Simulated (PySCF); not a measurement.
**IF⁻: energy against distance**

Set-up: basis I def2-SVPD with ECP28, F def2-SVPD; scalar-relativistic core potentials; PySCF 2.14. Energies in eV from I + F⁻ in their ground configurations at the same level. State: ²Σ⁺ (doublet), unpaired electrons σ ↑.

| R (Å) | UHF-SCS-MP2 | B2PLYP |
| --- | --- | --- |
| 2.050 | -1.030 | -1.218 |
| 2.146 | -1.273 | -1.469 |
| 2.241 | -1.399 | -1.606 |
| 2.312 | -1.439 | -1.654 |
| 2.384 | -1.445 | -1.669 |
| 2.455 | -1.426 | -1.659 |
| 2.551 | -1.375 | -1.617 |
| 2.670 | -1.282 | -1.538 |
| 2.813 | -1.139 | -1.420 |
| 3.004 | -0.935 | -1.254 |

Put a parabola through the three lowest points of the UHF-SCS-MP2 curve and estimate Re, k and ωe (reduced mass 16.52 u; 1 eV/Å² = 0.16022 mdyn/Å; ωe = 1302.8·√(k/μ) cm⁻¹).

Through R = 2.312, 2.384, 2.455 Å the second-order coefficient is 2.45 eV/Å², so Re ≈ 2.365 Å, k ≈ 0.786 mdyn/Å and ωe ≈ 284 cm⁻¹. A polynomial fit of higher order to the unrounded UHF-SCS-MP2 energies gives Re = 2.363 Å, k = 0.846 mdyn/Å, ωe = 295 cm⁻¹; anharmonicity and rounding make the difference.

The higher-order fit for each curve: UHF-SCS-MP2: Re = 2.363 Å, ωe = 295 cm⁻¹, De = 1.45 eV; B2PLYP: Re = 2.387 Å, ωe = 281 cm⁻¹, De = 1.67 eV.

Correlated steps freeze 5 core orbitals. Correlated levels converge slowly with the basis: in double zeta they bind strong bonds too weakly, by up to about 1 eV, and carry superposition errors of some tenths. Spin–orbit coupling is left out, which matters for elements this heavy, above all for dissociation energies. For an ion De counts to the pair picked by the measured ionisation energies or electron affinities, which need not be the lowest pair at this level. B2PLYP dipoles, levels and charges come from its SCF part alone. The state was picked by a PBE0 search and need not be the measured ground state.
